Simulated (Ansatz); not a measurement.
Program: Ansatz. Geometries: PBE0-D4/def2-TZVP. ΔE: electronic, gas phase. CBS: MP2 limit from def2 TZ/QZ plus the TZ coupled-cluster correction, frozen cores. This one scheme is used for every species, atoms too. DFT in def2-TZVPP. Open shells (•) are unrestricted, without spin–orbit coupling. Spin–orbit coupling would lower the free atoms: a little for C, Cl, O; strongly for In. def2 core potentials past Kr. For In outer-core shells are correlated without core-valence functions, so the limit isn't a true one: a few kJ/mol of doubt a bond, and 10 to 20 or more in all where bonds break to atoms. Each species was taken in one conformer, which may not be the lowest.

`C[O][In]([Cl])[Cl]` → C• + 2 Cl• + 3 H• + In• + O•  (atomization)

`C[O][In]([Cl])[Cl]`:

Z-matrix (Å, degrees):
```
C
O 1 1.412
H 1 1.096 2 113.7
H 1 1.094 2 108.3 3 -119.9
H 1 1.096 2 110.6 3 121.6
In 2 1.957 1 121.9 3 -22.1
Cl 6 2.291 2 120.4 1 -176.3
Cl 6 2.308 2 118.2 1 4.9
```

| level | ΔE (kJ/mol) |
| --- | --- |
| revPBE-D4 | 2567.1 |
| B97M-V | 2622.4 |
| ωB97X-V | 2616.9 |
| ωB97M-V | 2610.4 |
| PBE-QIDH | 2588.1 |
| revPBE | 2521.1 |
| r2SCAN0 | 2553.2 |
| SCS-MP2/def2-TZVPP | 2559.6 |

Problem. What does CCSD(T)/CBS give? (Estimate.)

Solution. Computed: +2619.9 kJ/mol. The listed levels differ from it by -52.8, 2.5, -3.0, -9.5, -31.8, -98.8, -66.7, -60.3 kJ/mol.

Largest T1 diagnostic among the species: 0.015.

From BLYP to BHLYP (50 % exact exchange), in def2-TZVPP and without D4, ΔE moves by −66.7 kJ/mol: exact exchange takes away binding that semilocal exchange gives to molecules. At CCSD(T), def2-SVP lies −185.4 kJ/mol from the extrapolated value and def2-TZVPP −87.6 kJ/mol: correlation converges slowly with the basis, and small sets miss more of it in the bonded molecule than in its fragments.

For atomizations the MP2-based limit and the directly extrapolated one differ by several kJ/mol either way, and by 10 to 25 for some Ge, Se and Sn compounds, so smaller differences from it don't rank the levels.
